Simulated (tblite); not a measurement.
Run record: tight-binding relaxation, `NC(=O)C[As]1CC(=O)C1`.

Computed with GFN2-xTB geometry optimisation, gas phase (tblite 0.8.0). Start geometry: from a force field or distance geometry. The command runs a driver script over a list of jobs; the input below is this job's line of settings and its coordinates in Å.

Command:
```bash
OMP_NUM_THREADS=1 python probes_run.py task.json out
```

Input:
```
{"job": {"kind": "relax", "xc": "GFN2-xTB", "basis": "xTB"}, "charge": 0, "multiplicity": 1}
N     -3.076200    -0.641000    -0.765000
C     -2.000500     0.279700    -0.902600
O     -1.911300     1.016200    -1.902800
C     -0.921700     0.328000     0.136500
As     0.363800    -1.155800    -0.162400
C      1.547300    -0.085600    -1.280700
C      2.510400     0.482900    -0.249000
O      3.470000     1.243700    -0.270900
C      1.797900    -0.307200     0.839600
H     -3.152500    -1.279200     0.062900
H     -3.830900    -0.680600    -1.498100
H     -0.417100     1.305500     0.124000
H     -1.376200     0.193000     1.161600
H      2.104600    -0.730100    -2.000000
H      1.011200     0.734700    -1.810400
H      2.469500    -1.066000     1.285800
H      1.404800     0.373700     1.633500
```

Output:
```
step      E/eV     max force
  0    -765.74921    3.284
  1    -766.18658    2.413
  2    -766.38789    1.320
  3    -766.50372    0.764
  4    -766.60282    0.734
  5    -766.64435    0.858
  6    -766.67899    0.633
  7    -766.69917    0.367
  8    -766.71078    0.243
  9    -766.71542    0.139
... (181 lines left out)
191    -766.98537    0.023
192    -766.98539    0.020
193    -766.98541    0.019
194    -766.98542    0.016
195    -766.98544    0.016
196    -766.98546    0.012
197    -766.98549    0.012
198    -766.98551    0.010
199    -766.98553    0.011
200    -766.98554    0.009
```

«max force» is the largest atomic force in eV/Å.

Q: From which step on does the largest force stay under 0.1 eV/Å, and how much energy is left to gain from there?

A: From step 158 (0.085 eV/Å), 9.3 meV above the end.

Main results: energy lowered by 28.5 kcal/mol over 200 steps; largest atomic force 0.009 eV/Å at the end.

Q: How long does this job take on one thread, Arm Neoverse N1 (aarch64), on a shared host?

A: About 2.6 s.
Labels such as C1 count atoms from 1, the log's own numbers from 0.
